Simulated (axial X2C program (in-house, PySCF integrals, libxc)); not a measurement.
Which molecule has these constants?

Calculated with an in-house relativistic program for diatomic molecules, spin-free (one-electron X2C) or two-component (2c: spin–orbit coupling with atomic mean-field Coulomb and Gaunt terms, which also bring small scalar terms), in Dyall basis sets with cores contracted in-house; open shells are unrestricted.

A two-component PBE0 calculation in a Dyall 3-zeta basis gave Re = 3.397 Å, ωe = 111.9 cm⁻¹, De = 0.27 eV, Ω = 0.

Which molecule is it?
A. LiRh⁻
B. LiSr⁻
C. LiCd⁻
D. LiI⁻
E. LiPd⁻

C. The others have LiPd⁻ 2.231 Å and 387.1 cm⁻¹ (Ω = 0); LiI⁻ 2.545 Å and 362.7 cm⁻¹ (Ω = 1/2); LiSr⁻ 3.884 Å and 143.0 cm⁻¹ (Ω = 0); LiRh⁻ 2.277 Å and 338.1 cm⁻¹ (Ω = 5/2).

Each entry is the lowest single determinant of a limited PBE0 search at one distance. De goes to single-determinant-based atoms at the same level (for ions the charge split of lowest energy) and is withheld (n/a) where an atom does not fit its ground term or J level. Main or longest-lived isotopes. One determinant is a doubtful description, or other states lie close, for LiCd⁻, LiPd⁻, LiSr⁻, LiRh⁻; these need not be ground states, and all values refer to the states named. The functionals have no current term, which raises determinants with orbital currents.
